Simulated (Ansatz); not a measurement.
The molecule LiP+, multiplicity 4 (lowest of 2S+1 = 2, 4 at CCSD(T)/def2-TZVPP on PBE0 minima; our sources give no spin for the ground state, which may be another).

Constants: fifth-degree fit in 1/R to seven points, most abundant isotopes. In def2 and cc sets the state is the lowest found near the PBE0 minimum, followed along R.

Codes used: Ansatz (Gaussian basis) for Hartree–Fock, density functionals and correlated methods. Values without a source in brackets are computed.

```json
[
 {"level": "SVWN5/def2-TZVPP", "r_e (Å)": "2.617", "ω_e (cm⁻¹)": "254", "ω_e x_e (cm⁻¹)": "5.3", "α_e (cm⁻¹)": "0.011"},
 {"level": "PBE/def2-TZVPP", "r_e (Å)": "2.647", "ω_e (cm⁻¹)": "248", "ω_e x_e (cm⁻¹)": "4.9", "α_e (cm⁻¹)": "0.011"},
 {"level": "r2SCAN/def2-TZVPP", "r_e (Å)": "2.679", "ω_e (cm⁻¹)": "235", "ω_e x_e (cm⁻¹)": "5.5", "α_e (cm⁻¹)": "0.012"},
 {"level": "B97M-V/def2-TZVPP", "r_e (Å)": "2.652", "ω_e (cm⁻¹)": "245", "ω_e x_e (cm⁻¹)": "5.8", "α_e (cm⁻¹)": "0.012"},
 {"level": "B3LYP/def2-TZVPP", "r_e (Å)": "2.648", "ω_e (cm⁻¹)": "247", "ω_e x_e (cm⁻¹)": "5.3", "α_e (cm⁻¹)": "0.011"},
 {"level": "PBE0/def2-TZVPP", "r_e (Å)": "2.638", "ω_e (cm⁻¹)": "251", "ω_e x_e (cm⁻¹)": "4.9", "α_e (cm⁻¹)": "0.011"},
 {"level": "BHLYP/def2-TZVPP", "r_e (Å)": "2.626", "ω_e (cm⁻¹)": "255", "ω_e x_e (cm⁻¹)": "5.5", "α_e (cm⁻¹)": "0.011"},
 {"level": "CAM-B3LYP/def2-TZVPP", "r_e (Å)": "2.625", "ω_e (cm⁻¹)": "254", "ω_e x_e (cm⁻¹)": "5.4", "α_e (cm⁻¹)": "0.011"},
 {"level": "wB97X-V/def2-TZVPP", "r_e (Å)": "2.652", "ω_e (cm⁻¹)": "246", "ω_e x_e (cm⁻¹)": "5.5", "α_e (cm⁻¹)": "0.011"},
 {"level": "wB97M-V/def2-TZVPP", "r_e (Å)": "2.690", "ω_e (cm⁻¹)": "232", "ω_e x_e (cm⁻¹)": "4.6", "α_e (cm⁻¹)": "0.011"},
 {"level": "B2PLYP/def2-TZVPP", "r_e (Å)": "2.647", "ω_e (cm⁻¹)": "248", "ω_e x_e (cm⁻¹)": "5.4", "α_e (cm⁻¹)": "0.011"},
 {"level": "CCSD/aug-cc-pV(T+d)Z", "r_e (Å)": "2.685", "ω_e (cm⁻¹)": "244", "ω_e x_e (cm⁻¹)": "4.8", "α_e (cm⁻¹)": "0.010"},
 {"level": "CCSD/def2-TZVPP", "r_e (Å)": "2.678", "ω_e (cm⁻¹)": "238", "ω_e x_e (cm⁻¹)": "5.5", "α_e (cm⁻¹)": "0.012"},
 {"level": "CCSD/aug-cc-pV(Q+d)Z", "r_e (Å)": "2.682", "ω_e (cm⁻¹)": "244", "ω_e x_e (cm⁻¹)": "4.8", "α_e (cm⁻¹)": "0.010"},
 {"level": "CCSD/def2-QZVPP", "r_e (Å)": "2.663", "ω_e (cm⁻¹)": "250", "ω_e x_e (cm⁻¹)": "4.8", "α_e (cm⁻¹)": "0.010"},
 {"level": "CCSD(T)/aug-cc-pV(T+d)Z", "r_e (Å)": "2.686", "ω_e (cm⁻¹)": "244", "ω_e x_e (cm⁻¹)": "4.8", "α_e (cm⁻¹)": "0.010"},
 {"level": "CCSD(T)/def2-TZVPP", "r_e (Å)": "2.677", "ω_e (cm⁻¹)": "239", "ω_e x_e (cm⁻¹)": "5.5", "α_e (cm⁻¹)": "0.012"},
 {"level": "CCSD(T)/aug-cc-pV(Q+d)Z", "r_e (Å)": "2.682", "ω_e (cm⁻¹)": "245", "ω_e x_e (cm⁻¹)": "4.8", "α_e (cm⁻¹)": "0.010"},
 {"level": "CCSD(T)/def2-QZVPP", "r_e (Å)": "2.663", "ω_e (cm⁻¹)": "250", "ω_e x_e (cm⁻¹)": "4.8", "α_e (cm⁻¹)": "0.010"},
 {"level": "CCSD(T)/CBS(aug-cc-pV(T+d)Z, aug-cc-pV(Q+d)Z)", "r_e (Å)": "2.678", "ω_e (cm⁻¹)": "245", "ω_e x_e (cm⁻¹)": "4.8", "α_e (cm⁻¹)": "0.010"}
]
```

Correlated levels freeze the inner cores; with def2 sets outer-core shells near the valence are correlated too. CBS(a, b) extrapolates the correlation energy as X⁻³ and adds the Hartree–Fock energy of set b.

Ansatz is a quantum-chemistry and plane-wave program.
